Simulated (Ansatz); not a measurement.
Consider the formal exchange of groups at the Si–Si bond: `N[SiH2][SiH2]Cl` + `[OH][SbH2]` → `N[SiH2][SbH][OH]` + `[SiH3]Cl`.

Gas-phase electronic energies from Ansatz, PBE0-D4/def2-TZVP geometries. CCSD(T)/CBS adds triple-zeta CCSD(T) − MP2 to the extrapolated MP2 energy (def2 sets, frozen cores). This one scheme is used for every species. Functionals use def2-TZVPP. B3LYP here is the variant with VWN-RPA as its local correlation; programs differ in this. Elements past krypton have def2 core potentials. For Sb outer-core shells are correlated without core-valence functions, which leaves a few kJ/mol of doubt a bond. One conformer a species, not always the lowest.

```json
{"level": "PBE-D4", "ΔE (kJ/mol)": "-23.5", "difference from CCSD(T)/CBS": "8.6"}
{"level": "B3LYP-D4", "ΔE (kJ/mol)": "-27.6", "difference from CCSD(T)/CBS": "4.5"}
{"level": "ωB97X-V", "ΔE (kJ/mol)": "-24.8", "difference from CCSD(T)/CBS": "7.3"}
{"level": "ωB97M-V", "ΔE (kJ/mol)": "-29.0", "difference from CCSD(T)/CBS": "3.1"}
{"level": "B2PLYP", "ΔE (kJ/mol)": "-30.3", "difference from CCSD(T)/CBS": "1.8"}
{"level": "PBE0", "ΔE (kJ/mol)": "-25.0", "difference from CCSD(T)/CBS": "7.1"}
{"level": "B3LYP", "ΔE (kJ/mol)": "-28.3", "difference from CCSD(T)/CBS": "3.8"}
{"level": "MP2/def2-TZVPP", "ΔE (kJ/mol)": "-34.6", "difference from CCSD(T)/CBS": "-2.5"}
{"level": "SCS-MP2/def2-TZVPP", "ΔE (kJ/mol)": "-32.3", "difference from CCSD(T)/CBS": "-0.2"}
{"level": "CCSD/def2-TZVPP", "ΔE (kJ/mol)": "-26.7", "difference from CCSD(T)/CBS": "5.4"}
{"level": "CCSD(T)/def2-TZVPP", "ΔE (kJ/mol)": "-26.8", "difference from CCSD(T)/CBS": "5.3"}
{"level": "HF/def2-QZVPP", "ΔE (kJ/mol)": "-30.2", "difference from CCSD(T)/CBS": "1.9"}
{"level": "MP2/def2-QZVPP", "ΔE (kJ/mol)": "-37.8", "difference from CCSD(T)/CBS": "-5.7"}
{"level": "HF/CBS(def2)", "ΔE (kJ/mol)": "-30.3", "difference from CCSD(T)/CBS": "1.8"}
{"level": "MP2/CBS(def2)", "ΔE (kJ/mol)": "-39.9", "difference from CCSD(T)/CBS": "-7.8"}
{"level": "CCSD/CBS(def2)", "ΔE (kJ/mol)": "-32.0", "difference from CCSD(T)/CBS": "0.1"}
{"level": "CCSD(T)/CBS", "ΔE (kJ/mol)": "-32.1", "difference from CCSD(T)/CBS": "0"}
```

Largest T1 diagnostic among the species: 0.014.
